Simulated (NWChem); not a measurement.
CH5NOSi2; SMILES [SiH2]([SiH3])N=C=O

```xyz
10

O      0.6695    -3.2130     0.0019
C      0.1667    -2.1461    -0.0009
N     -0.3515    -1.0645    -0.0045
Si    -0.9936     0.5355     0.0012
Si     0.7411     2.1234    -0.0001
H     -1.8545     0.6925    -1.2011
H     -1.8477     0.6876     1.2090
H      1.5889     1.9705    -1.2136
H      1.5974     1.9630     1.2064
H      0.1551     3.4931     0.0061
```
Atoms are numbered in this order, from 1.

Program: NWChem. Medium grid unless said otherwise, to which SCAN and Minnesota functionals are sensitive. Geometry: optimised at B3LYP/6-31G* (spherical d). Total energies of different functionals are on different scales.

| level | energy (Ha) | highest occupied level (eV) | orbital gap (eV) | dipole (D) |
|---|---|---|---|---|
| PBE/def2-TZVP | -749.7030 | -6.90 | 5.58 | 2.18 |
| B3LYP/def2-TZVP | -750.2426 | -7.90 | 7.25 | 2.32 |
| BLYP/def2-TZVP | -750.1548 | -6.77 | 5.63 | 2.20 |
| TPSSh/def2-TZVP | -750.2431 | -7.48 | 6.68 | 2.23 |
| LDA (Slater exchange, VWN5)/def2-TZVP | -746.5338 | -7.04 | 5.51 | 2.31 |
| M06-2X/def2-TZVP | -750.0779 | -9.19 | 9.54 | 2.46 |
